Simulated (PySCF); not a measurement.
**Basis and Hamiltonian dependence of the ionisation energy of Xe²⁺**

Xe²⁺ [Kr] 4d10 5s2 5p4 (3P) → Xe³⁺ [Kr] 4d10 5s2 5p3 (4S). Calculated with PySCF 2.14 from differences of total energies of unrestricted determinants, without spin-orbit coupling. Values in eV.

```json
{"basis": "aug-cc-pVDZ-PP with ECP28MDF", "Hamiltonian": "ECP", "functions": "32", "UHF": "29.264", "r2SCAN": "30.430", "PBE0": "30.422", "MP2 (valence)": "29.625", "CCSD(T) (valence)": "n/a", "CCSD(T) (valence and next inner shell)": "n/a"}
{"basis": "x2c-SVPall", "Hamiltonian": "spin-free X2C", "functions": "36", "UHF": "29.375", "r2SCAN": "n/a", "PBE0": "n/a", "MP2 (valence)": "29.720", "CCSD(T) (valence)": "29.756", "CCSD(T) (valence and next inner shell)": "n/a"}
{"basis": "aug-cc-pwCVDZ-PP with ECP28MDF", "Hamiltonian": "ECP", "functions": "48", "UHF": "29.272", "r2SCAN": "30.429", "PBE0": "30.424", "MP2 (valence)": "29.666", "CCSD(T) (valence)": "29.706", "CCSD(T) (valence and next inner shell)": "29.805"}
{"basis": "def2-SVP with the def2 core potential (28 electrons)", "Hamiltonian": "ECP", "functions": "50", "UHF": "29.383", "r2SCAN": "n/a", "PBE0": "30.513", "MP2 (valence)": "29.990", "CCSD(T) (valence)": "30.141", "CCSD(T) (valence and next inner shell)": "n/a"}
{"basis": "aug-cc-pVTZ-PP with ECP28MDF", "Hamiltonian": "ECP", "functions": "55", "UHF": "29.366", "r2SCAN": "30.514", "PBE0": "30.500", "MP2 (valence)": "30.000", "CCSD(T) (valence)": "30.154", "CCSD(T) (valence and next inner shell)": "n/a"}
{"basis": "def2-TZVPPD with the def2 core potential (28 electrons)", "Hamiltonian": "ECP", "functions": "59", "UHF": "29.382", "r2SCAN": "30.530", "PBE0": "30.513", "MP2 (valence)": "29.994", "CCSD(T) (valence)": "30.147", "CCSD(T) (valence and next inner shell)": "30.260"}
{"basis": "x2c-TZVPPall", "Hamiltonian": "spin-free X2C", "functions": "60", "UHF": "29.301", "r2SCAN": "30.434", "PBE0": "30.457", "MP2 (valence)": "29.869", "CCSD(T) (valence)": "30.006", "CCSD(T) (valence and next inner shell)": "30.121"}
{"basis": "x2c-TZVPall", "Hamiltonian": "spin-free X2C", "functions": "60", "UHF": "29.301", "r2SCAN": "n/a", "PBE0": "n/a", "MP2 (valence)": "29.869", "CCSD(T) (valence)": "n/a", "CCSD(T) (valence and next inner shell)": "n/a"}
{"basis": "ANO-RCC-VTZP", "Hamiltonian": "spin-free X2C", "functions": "68", "UHF": "29.389", "r2SCAN": "30.520", "PBE0": "30.527", "MP2 (valence)": "30.068", "CCSD(T) (valence)": "30.241", "CCSD(T) (valence and next inner shell)": "30.405"}
{"basis": "aug-cc-pwCVTZ-PP with ECP28MDF", "Hamiltonian": "ECP", "functions": "96", "UHF": "29.381", "r2SCAN": "30.538", "PBE0": "30.521", "MP2 (valence)": "30.052", "CCSD(T) (valence)": "30.217", "CCSD(T) (valence and next inner shell)": "n/a"}
{"basis": "x2c-QZVPPall", "Hamiltonian": "spin-free X2C", "functions": "112", "UHF": "29.380", "r2SCAN": "30.523", "PBE0": "30.528", "MP2 (valence)": "30.136", "CCSD(T) (valence)": "30.313", "CCSD(T) (valence and next inner shell)": "n/a"}
{"basis": "x2c-QZVPPall with one added diffuse shell each of s, p, d, f type", "Hamiltonian": "spin-free X2C", "functions": "128", "UHF": "29.380", "r2SCAN": "30.523", "PBE0": "30.528", "MP2 (valence)": "30.139", "CCSD(T) (valence)": "n/a", "CCSD(T) (valence and next inner shell)": "n/a"}
{"basis": "aug-cc-pwCVQZ-PP with ECP28MDF", "Hamiltonian": "ECP", "functions": "169", "UHF": "29.383", "r2SCAN": "30.537", "PBE0": "30.515", "MP2 (valence)": "30.171", "CCSD(T) (valence)": "n/a", "CCSD(T) (valence and next inner shell)": "n/a"}
```

Question: Estimate the row for aug-cc-pVQZ-DK3 (spin-free X2C, 102 functions).

Answer: From the rows with the same Hamiltonian and similar size; the calculation gives UHF 29.37; r2SCAN 30.51; PBE0 30.51; MP2 (valence) 30.13; CCSD(T) (valence) 30.30 (eV).

Extrapolation of MP2 (valence) from aug-cc-pwCVTZ-PP with ECP28MDF and aug-cc-pwCVQZ-PP with ECP28MDF: the correlation parts are 0.671 and 0.788 eV; with the X⁻³ form and unrounded values, (4³ × 0.788 − 3³ × 0.671)/(4³ − 3³) = 0.874 eV, and adding the Hartree-Fock value 29.383 eV of the larger basis gives 30.257 eV.

Frozen in the all-electron rows: valence: [Kr] 4d10; valence and next inner shell: [Ar] 3d10; with a core potential, the same shells as far as they lie outside it.

Between the lowest levels the reference is 31.05 ± 0.04 eV (semi-empirical (NIST evaluation); NIST Atomic Spectra Database, ionization energies); it includes spin-orbit coupling, which these numbers lack.
